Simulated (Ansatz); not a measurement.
C3H6BF can be A, `B/C=C(/C)F`, or B, `B/C(C)=C/F`.

Gas-phase electronic energies from Ansatz, PBE0-D4/def2-TZVP geometries. CCSD(T)/CBS adds triple-zeta CCSD(T) − MP2 to the extrapolated MP2 energy (def2 sets, frozen cores). Double bonds are as drawn, so ΔE can hold a change between cis and trans. DFT in def2-TZVPP. B3LYP here is the variant with VWN-RPA as its local correlation; programs differ in this.

Task: Which isomer does CCSD(T)/CBS put lower? Give the gap. (An estimate is asked.)

Result: The calculation gave: A, by 2.7 kcal/mol.

Task: Give E(B) − E(A) in kcal/mol with LDA (SPW92), CCSD(T)/def2-SVP, BLYP-D4, B3LYP-D4, ωB97M-V, MP2/def2-TZVPP, r2SCAN-D4. (Best estimate.)

Result: The calculation gave: LDA (SPW92) 3.2, CCSD(T)/def2-SVP 3.0, BLYP-D4 3.0, B3LYP-D4 3.3, ωB97M-V 3.4, MP2/def2-TZVPP 2.6, r2SCAN-D4 3.8. None reverses the order clearly.

Task: Does the order hold for the free energy at 298.15 K (harmonic terms from PBE0-D4)? (An estimate is asked.)

Result: The calculation gave: Yes: G(B) − G(A) = +2.4 kcal/mol.

Largest T1 diagnostic: 0.012.

Leaving LDA and LC-ωPBE aside and taking each functional with its dispersion term where it has one, the values, not all of them listed here, spread over 1.3 kcal/mol, from revPBE-D4 to B97M-V. In def2-TZVPP, CCSD(T) changes the Hartree–Fock value by −1.5 kcal/mol (the triples alone add −0.2 kcal/mol) and MP2 by −1.6 kcal/mol.
